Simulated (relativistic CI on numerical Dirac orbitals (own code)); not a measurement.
Co4+: computed level list

These numbers are calculated, not measured: Dirac-Coulomb-Breit CI, separate exchange-only KLI orbitals for each configuration, a model potential for QED, valence Slater integrals scaled by 0.85, P86 correlation energy added to each configuration (own radial code, finite nucleus).

Configurations in the expansion (outside the closed core [Ne]): 3s²3p⁶3d⁵, 3s²3p⁶3d⁴4s, 3s²3p⁶3d⁴4p, 3s²3p⁵3d⁶, 3s²3p⁶3d⁴4d, 3s²3p⁶3d⁴5s, 3s²3p⁶3d⁴5p, 3s²3p⁶3d⁴4f, 3s²3p⁶3d⁴5d, 3s²3p⁶3d⁴6s, 3s²3p⁶3d⁴6p, 3s²3p⁶3d³4s4p, 3s²3p⁶3d⁴5f, 3s²3p⁶3d⁴5g, 3s3p⁶3d⁶, 3s²3p⁶3d⁴6d, 3s²3p⁶3d³4p4d, 3s²3p⁵3d⁵4s, 3s²3p⁶3d³4s², 3s²3p⁶3d²4s²4p, 3s²3p⁶3d²4s²4d, 3s²3p⁶3d²4s²5s, 3s²3p⁶3d²4s²5p, 3s²3p⁶3d³4p², 3s²3p⁶3d²4s4p², 3s²3p⁶3d²4p³, 3s²3p⁶3d²4p²4d, 3s²3p⁶3d²4p²5s, 3s²3p⁶3d²4p²5p, 3s²3p⁶3d³4s4d, 3s²3p⁶3d²4s4p4d, 3s²3p⁶3d²4s4d², 3s²3p⁶3d²4s4d5s, 3s²3p⁶3d²4s4d5p. Double excitations out of closed p, d and f shells are left out; levels of such configurations are missing from the list, as are those of other unlisted configurations, and high levels can miss mixing partners.

The lowest level is 3s²3p⁶3d⁵ ⁶S5/2, with 100 % of that term; Hund's rules for 3s²3p⁶3d⁵ give ⁶S with J = 5/2, in agreement.

```tsv
No.	Configuration	Term	J	E (eV)	%	Landé g	jj configuration (%)
1	3s²3p⁶3d⁵	⁶S	5/2	0.0000	100	2.001	3d3/2^2 3d5/2^3 (43)
2	3s²3p⁶3d⁵	⁴G	11/2	4.3814	100	1.272	3d3/2^2 3d5/2^3 (51)
3	3s²3p⁶3d⁵	⁴G	9/2	4.3902	100	1.172	3d3/2^2 3d5/2^3 (66)
4	3s²3p⁶3d⁵	⁴G	5/2	4.3912	99	0.572	3d3/2^2 3d5/2^3 (40)
5	3s²3p⁶3d⁵	⁴G	7/2	4.3925	100	0.984	3d3/2^2 3d5/2^3 (43)
6	3s²3p⁶3d⁵	⁴P	5/2	4.9755	90	1.576	3d5/2 (31)
7	3s²3p⁶3d⁵	⁴P	3/2	4.9938	92	1.692	3d3/2^2 3d5/2^3 (50)
8	3s²3p⁶3d⁵	⁴P	1/2	5.0137	97	2.597	3d3/2^2 3d5/2^3 (53)
9	3s²3p⁶3d⁵	⁴D	7/2	5.3595	99	1.428	3d3/2^2 3d5/2^3 (55)
10	3s²3p⁶3d⁵	⁴D	1/2	5.3862	97	0.070	3d3/2^2 3d5/2^3 (80)
11	3s²3p⁶3d⁵	⁴D	3/2	5.3997	92	1.240	3d3/2 3d5/2^4 (50)
12	3s²3p⁶3d⁵	⁴D	5/2	5.4005	90	1.392	3d3/2^2 3d5/2^3 (40)
13	3s²3p⁶3d⁵	²I	11/2	6.3268	99	0.924	3d3/2^2 3d5/2^3 (48)
14	3s²3p⁶3d⁵	²I	13/2	6.3294	100	1.077	3d3/2^2 3d5/2^3 (100)
15	3s²3p⁶3d⁵	²D	5/2	6.9003	71	1.106	3d5/2 (36)
16	3s²3p⁶3d⁵	²D	3/2	6.9904	94	0.777	3d3/2^2 3d5/2^3 (62)
17	3s²3p⁶3d⁵	²F	7/2	7.1756	96	1.142	3d3/2^3 3d5/2^2 (37)
18	3s²3p⁶3d⁵	²F	5/2	7.3093	53	0.962	3d3/2^2 3d5/2^3 (46)
19	3s²3p⁶3d⁵	⁴F	9/2	7.3410	95	1.323	3d3/2^2 3d5/2^3 (52)
20	3s²3p⁶3d⁵	⁴F	7/2	7.3617	95	1.233	3d3/2^3 3d5/2^2 (44)
21	3s²3p⁶3d⁵	⁴F	3/2	7.3922	94	0.423	3d3/2 3d5/2^4 (42)
22	3s²3p⁶3d⁵	⁴F	5/2	7.4000	65	1.018	3d5/2^5 (37)
23	3s²3p⁶3d⁵	²H	9/2	7.7153	75	0.963	3d3/2^2 3d5/2^3 (66)
24	3s²3p⁶3d⁵	²H	11/2	7.7821	99	1.089	3d3/2 3d5/2^4 (60)
25	3s²3p⁶3d⁵	²G	7/2	7.8754	98	0.894	3d3/2^2 3d5/2^3 (67)
26	3s²3p⁶3d⁵	²G	9/2	7.9454	73	1.067	3d3/2 3d5/2^4 (62)
27	3s²3p⁶3d⁵	²F	5/2	8.4327	99	0.859	3d3/2^2 3d5/2^3 (56)
28	3s²3p⁶3d⁵	²F	7/2	8.4521	99	1.143	3d3/2 3d5/2^4 (38)
29	3s²3p⁶3d⁵	²S	1/2	9.2590	99	2.001	3d3/2^3 3d5/2^2 (40)
30	3s²3p⁶3d⁵	²D	3/2	10.3547	100	0.799	3d3/2^3 3d5/2^2 (35)
31	3s²3p⁶3d⁵	²D	5/2	10.3617	99	1.199	3d3/2 3d5/2^4 (34)
32	3s²3p⁶3d⁵	²G	9/2	11.4943	100	1.111	3d3/2^2 3d5/2^3 (82)
33	3s²3p⁶3d⁵	²G	7/2	11.4971	100	0.888	3d3/2^2 3d5/2^3 (50)
34	3s²3p⁶3d⁵	²P	3/2	13.9589	99	1.331	3d3/2^2 3d5/2^3 (74)
35	3s²3p⁶3d⁵	²P	1/2	13.9622	99	0.667	3d3/2^2 3d5/2^3 (46)
36	3s²3p⁶3d⁵	²D	5/2	15.1901	100	1.200	3d3/2^2 3d5/2^3 (83)
37	3s²3p⁶3d⁵	²D	3/2	15.1960	99	0.802	3d3/2 3d5/2^4 (47)
38	3s²3p⁶3d⁴4s	⁶D	1/2	25.8469	100	3.336	3d3/2^2 3d5/2^2 4s (46)
39	3s²3p⁶3d⁴4s	⁶D	3/2	25.8745	100	1.867	3d3/2^3 3d5/2 4s (43)
40	3s²3p⁶3d⁴4s	⁶D	5/2	25.9185	100	1.658	3d3/2^2 3d5/2^2 4s (63)
41	3s²3p⁶3d⁴4s	⁶D	7/2	25.9768	100	1.588	3d3/2 3d5/2^3 4s (45)
42	3s²3p⁶3d⁴4s	⁶D	9/2	26.0472	100	1.556	3d3/2 3d5/2^3 4s (45)
43	3s²3p⁶3d⁴4s	⁴D	1/2	27.1120	99	0.001	3d3/2^2 3d5/2^2 4s (34)
44	3s²3p⁶3d⁴4s	⁴D	3/2	27.1539	99	1.200	3d3/2^2 3d5/2^2 4s (51)
45	3s²3p⁶3d⁴4s	⁴D	5/2	27.2189	99	1.371	3d3/2^2 3d5/2^2 4s (50)
```

Energies count from the lowest computed level. Filled j subshells are mostly left out of the jj labels.

The mean weight of the leading LS term, summed over parents, in these 45 levels is 94 %, and that of the leading jj configuration (from the same eigenvectors) 52 %, so LS coupling describes them better.

At this charge configurations can still be misplaced by up to about 7 % of their energy. 45 of the 46 excited levels that our extract of the measured tables holds in this range could be paired (the sources list more); they are missed by 1659 cm⁻¹ on average and 3001 at most, and levels without a partner can miss by more. Some levels of the ground configuration have no partner and can miss by 10 % or more.
